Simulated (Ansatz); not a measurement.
Reaction (substitution at a C–C bond): `CC(O)(F)C=O` + `O[SiH2][SiH3]` → `CO[SiH2][SiH3]` + `O=CC(O)F`

Isolated molecules relaxed with PBE0-D4/def2-TZVP in Ansatz; ΔE leaves out vibrations. CBS: MP2 limit from def2 TZ/QZ plus the TZ coupled-cluster correction, frozen cores. DFT in def2-TZVPP. Each species was taken in one conformer, which may not be the lowest.

```
        level  ΔE (kJ/mol)
       PBE-D4         76.8
MP2/CBS(def2)         87.1
```

(1) What does CCSD(T)/CBS give? (Estimate.)

Largest T1 diagnostic among the species: 0.014.

Answers

(1) The calculation gave: +82.1 kJ/mol. The listed levels differ from it by -5.3, 5.0 kJ/mol.

In def2-TZVPP, CCSD(T) changes the Hartree–Fock value by +13.1 kJ/mol (the triples alone add +1.6 kJ/mol) and MP2 by +18.2 kJ/mol.
